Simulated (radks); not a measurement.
Spherical quantum dot in the effective-mass picture: electrons in a parabolic well V = omega^2 r^2 / 2 with omega = 0.434, with a point charge +1 (a donor) at the centre, all in effective atomic units (hartree* = m*/eps^2 hartree, bohr* = eps/m* bohr), one dielectric constant everywhere. Method: non-relativistic Kohn-Sham, LDA (Slater exchange, Perdew-Wang correlation), spin-polarised, spherical densities; computed with a radial shooting solver with Libxc functionals. Levels are named by radial order and angular momentum (1s, 1p, 1d, 2s, ...), and open shells are averaged over m. Results are scaled to m* = 0.126 and eps = 13.3, for which hartree* = 19.38 meV and bohr* = 5.586 nm. Each electron was tried in the lowest free levels, single moves between levels near the top were tried too, and the lowest total energy was kept; such a search can miss a lower state. At N = 1 the Hartree and exchange-correlation terms need not cancel, so that row can carry a self-interaction error.

| N | open shells | 2S | E (meV) | mu = E(N) - E(N-1) (meV) | addition energy mu(N+1) - mu(N) (meV) | e(HOMO) (meV) | rms radius (nm) |
|---|---|---|---|---|---|---|---|
| 1 | 1s(up 1, down 0) | 1 | -5.27849 | -5.2785 | 13.13 | 0.10285 | 7.327 |
| 2 | none | 0 | 2.57079 | 7.8493 | 19.55 | 12.389 | 8.469 |
| 3 | 1p(up 1, down 0) | 1 | 29.9658 | 27.395 | 6.073 | 30.410 | 10.77 |
| 4 | 1p(up 2, down 0) | 2 | 63.4339 | 33.468 | 6.049 | 36.515 | 12.05 |
| 5 | 1p(up 3, down 0) | 3 | 102.951 | 39.517 | 7.334 | 42.490 | 12.99 |
| 6 | 1p(up 3, down 1) | 2 | 149.801 | 46.850 | 5.318 | 49.504 | 13.81 |
| 7 | 1p(up 3, down 2) | 1 | 201.969 | 52.168 | 5.288 | 54.825 | 14.50 |
| 8 | none | 0 | 259.425 | 57.456 | 8.402 | 60.070 | 15.11 |
| 9 | 2s(up 1, down 0) | 1 | 325.283 | 65.858 | 5.521 | 68.303 | 15.83 |
| 10 | none | 0 | 396.662 | 71.379 | 6.051 | 73.806 | 16.47 |
| 11 | 1d(up 1, down 0) | 1 | 474.092 | 77.430 | 4.445 | 79.661 | 17.05 |
| 12 | 1d(up 2, down 0) | 2 | 555.967 | 81.875 | 4.390 | 84.080 | 17.58 |
| 13 | 1d(up 3, down 0) | 3 | 642.232 | 86.266 | 4.332 | 88.441 | 18.06 |
| 14 | 1d(up 4, down 0) | 4 | 732.829 | 90.597 | 4.272 | 92.743 | 18.50 |
| 15 | 1d(up 5, down 0) | 5 | 827.698 | 94.869 | 5.157 | 96.985 | 18.92 |
| 16 | 1d(up 5, down 1) | 4 | 927.724 | 100.03 | 4.049 | 102.06 | 19.33 |
| 17 | 1d(up 5, down 2) | 3 | 1031.80 | 104.07 | 4.012 | 106.09 | 19.71 |
| 18 | 1d(up 5, down 3) | 2 | 1139.89 | 108.09 | 3.972 | 110.08 | 20.07 |
| 19 | 1d(up 5, down 4) | 1 | 1251.95 | 112.06 | 3.929 | 114.03 | 20.42 |
| 20 | none | 0 | 1367.93 | 115.99 | 7.972 | 117.94 | 20.75 |
| 21 | 1f(up 1, down 0) | 1 | 1491.89 | 123.96 | 3.675 | 125.80 | 21.12 |
| 22 | 1f(up 2, down 0) | 2 | 1619.53 | 127.64 | 3.646 | 129.46 | 21.47 |
| 23 | 1f(up 3, down 0) | 3 | 1750.81 | 131.28 | 3.615 | 133.09 | 21.81 |
| 24 | 1f(up 4, down 0) | 4 | 1885.71 | 134.90 | 3.585 | 136.69 | 22.13 |
| 25 | 1f(up 5, down 0) | 5 | 2024.19 | 138.48 | 3.554 | 140.26 | 22.44 |
| 26 | 1f(up 6, down 0) | 6 | 2166.22 | 142.04 | 3.524 | 143.80 | 22.73 |
| 27 | 1f(up 7, down 0) | 7 | 2311.78 | 145.56 | 4.288 | 147.31 | 23.02 |
| 28 | 1f(up 7, down 1) | 6 | 2461.63 | 149.85 | - | 151.56 | 23.30 |

All shells are closed at N = 2, 8, 10, 20 (there: 1s2 1p6 1d10 2s2); the second difference of the energy has clear peaks (12 % above both neighbours; the first and last values, which can be the largest, are not judged, and half-filled shells can peak too) at N = 2, 5, 8, 15, 20.
